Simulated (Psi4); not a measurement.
CdI2, charge +1, doublet, at a GFN2-xTB geometry (such geometries of metal compounds can be far from the true shape) (a state made from the parent by changing its charge; the spin is typed, not shown lowest) (core potentials on Cd, I); HF/def2-SVP (Psi4).

Psi4 was given this input:
```
memory 2 GB

molecule mol {
1 2
Cd   -0.021359    0.009860    0.015282
I    -0.243056    2.074667   -1.701626
I     0.262400   -2.083597    1.687786
}

set {
  basis def2-svp
  reference uhf
  scf_type pk
  puream true
  d_convergence 1e-8
}

energy('scf')
print_variables()
```

Q: Write the output that Psi4 gives for this input, abridged.

A: 
```
   => Loading Basis Set <=

    Name: DEF2-SVP
    Role: ORBITAL
    Keyword: BASIS

    !!!  WARNING: ECP capability is in beta. Please check occupations closely.  !!!

         ---------------------------------------------------------
                                   SCF
               by Justin Turney, Rob Parrish, Andy Simmonett
                          and Daniel G. A. Smith
                              UHF Reference
         ---------------------------------------------------------

  ==> Geometry <==

    Molecular point group: cs
    Full point group: Cs

    Geometry (in Angstrom), charge = 1, multiplicity = 2:

       Center              X                  Y                   Z               Mass
    ------------   -----------------  -----------------  -----------------  -----------------
         CD          -0.025601046923     0.011660234436     0.000000000000   113.903365090000
         I            1.128209425602     2.446628813497     0.000000000000   126.904471900000
         I           -1.105231154224    -2.457094480467     0.000000000000   126.904471900000

  Running in cs symmetry.

  Rotational constants: A =    129.08523  B =      0.00915  C =      0.00915 [cm^-1]
  Rotational constants: A = 3869877.81219  B =    274.31657  C =    274.29713 [MHz]
  Nuclear repulsion =  257.770653608454097

  Charge       = 1
  Multiplicity = 2
  Electrons    = 69
  Nalpha       = 35
  Nbeta        = 34

  ==> Algorithm <==

  SCF Algorithm Type is PK.
  DIIS enabled.
  MOM disabled.
  Fractional occupation disabled.
  Guess Type is SAD.
  Energy threshold   = 1.00e-06
  Density threshold  = 1.00e-08
  Integral threshold = 1.00e-12

  ==> Primary Basis <==

  Basis Set: DEF2-SVP
    Blend: DEF2-SVP
    Number of shells: 31
    Number of basis functions: 83
    Number of Cartesian functions: 92
    Spherical Harmonics?: true
    Max angular momentum: 3

  Core potential: DEF2-SVP
    Number of shells: 12
    Number of ECP primitives: 72
    Number of ECP core electrons: 84
    Max angular momentum: 3

  ==> Integral Setup <==

  Using in-core PK algorithm.
   Calculation information:
      Number of atoms:                   3
      Number of AO shells:              31
      Number of primitives:             65
      Number of atomic orbitals:        92
      Number of basis functions:        83

      Integral cutoff                 1.00e-12
      Number of threads:                 1

  Performing in-core PK
  Using 12155682 doubles for integral storage.
  We computed 99659 shell quartets total.
  Whereas there are 123256 unique shell quartets.

  ==> DiskJK: Disk-Based J/K Matrices <==

    J tasked:                  Yes
    K tasked:                  Yes
    wK tasked:                  No
    Schwarz Cutoff:          1E-12

  Minimum eigenvalue in the overlap matrix is 1.9188023148E-02.
  Reciprocal condition number of the overlap matrix is 5.4074724270E-03.
    Using symmetric orthogonalization.

  ==> Pre-Iterations <==

  SCF Guess: Superposition of Atomic Densities via on-the-fly atomic UHF (no occupation information).

   -------------------------
    Irrep   Nso     Nmo
   -------------------------
     A'        57      57
     A"        26      26
   -------------------------
    Total      83      83
   -------------------------

  ==> Iterations <==

                        Total Energy        Delta E     RMS |[F,P]|

   @UHF iter SAD:  -752.47565343762949   -7.52476e+02   0.00000e+00
   @UHF iter   1:  -759.75144595786787   -7.27579e+00   7.81597e-03 ADIIS/DIIS
   @UHF iter   2:  -759.88859490178857   -1.37149e-01   3.83212e-03 ADIIS/DIIS
   @UHF iter   3:  -759.91286700411001   -2.42721e-02   4.78111e-04 ADIIS/DIIS
   @UHF iter   4:  -759.91375031354369   -8.83309e-04   1.95715e-04 ADIIS/DIIS
   @UHF iter   5:  -759.91398123471140   -2.30921e-04   8.26501e-05 DIIS
   @UHF iter   6:  -759.91409419854961   -1.12964e-04   6.52502e-05 DIIS
   @UHF iter   7:  -759.91417341066801   -7.92121e-05   8.32093e-05 DIIS
   @UHF iter   8:  -759.91402910147690    1.44309e-04   5.18908e-05 DIIS
   @UHF iter   9:  -759.91399528765976    3.38138e-05   1.53798e-05 DIIS
   @UHF iter  10:  -759.91399942058990   -4.13293e-06   7.77435e-06 DIIS
   @UHF iter  11:  -759.91399988117359   -4.60584e-07   2.40613e-06 DIIS
   @UHF iter  12:  -759.91399996972996   -8.85564e-08   6.02153e-07 DIIS
   @UHF iter  13:  -759.91399997398207   -4.25212e-09   1.95092e-07 DIIS
   @UHF iter  14:  -759.91399997440840   -4.26326e-10   6.84581e-08 DIIS
   @UHF iter  15:  -759.91399997444648   -3.80851e-11   1.93154e-08 DIIS
   @UHF iter  16:  -759.91399997445035   -3.86535e-12   5.63819e-09 DIIS
  Energy and wave function converged.

  ==> Post-Iterations <==

   @Spin Contamination Metric:   4.497230740E-02
   @S^2 Expected:                7.500000000E-01
   @S^2 Observed:                7.949723074E-01
   @S   Expected:                5.000000000E-01
   @S   Observed:                5.000000000E-01

    Orbital Energies [Eh]
    ---------------------

    Alpha Occupied:

[...]
    Alpha Virtual:

[...]
    Beta Occupied:

[...]
      10App   -0.449001

    Beta Virtual:

[...]
      57Ap    56.923991

    Final Occupation by Irrep:
             Ap   App
    DOCC [    24,   10 ]
    SOCC [     0,    1 ]
    NA   [    24,   11 ]
    NB   [    24,   10 ]

  @UHF Final Energy:  -759.91399997445035

   => Energetics <=

    Nuclear Repulsion Energy =            257.7706536084540971
    One-Electron Energy =               -1832.5603128835534790
    Two-Electron Energy =                 814.8756593006490903
    Total Energy =                       -759.9139999744503484

  UHF NO Occupations:
  HONO-2 :   24 Ap 1.9988161
  HONO-1 :   10App 1.9806041
  HONO-0 :   11App 1.0000000
  LUNO+0 :   12App 0.0193959
  LUNO+1 :   25 Ap 0.0011839
  LUNO+2 :   26 Ap 0.0009365
  LUNO+3 :   27 Ap 0.0007705

Computation Completed

Properties will be evaluated at   0.000000,   0.000000,   0.000000 [a0]

Properties computed using the SCF density matrix

 Multipole Moments:

 ------------------------------------------------------------------------------------
     Multipole            Electronic (a.u.)      Nuclear  (a.u.)        Total (a.u.)
 ------------------------------------------------------------------------------------

 L = 1.  Multiply by 2.5417464519 to convert [e a0] to [Debye]
 Dipole X            :         -0.1570678            0.1179866           -0.0390812
 Dipole Y            :          0.0715371           -0.0537381            0.0177990
 Dipole Z            :          0.0000000            0.0000000            0.0000000
 Magnitude           :                                                    0.0429435

 ------------------------------------------------------------------------------------

  Variable Map:
  ----------------------------------------------------------------------------
[...]
  Array Variable Map:
  ----------------------------------------------------------------------------
[...]
[...]
```
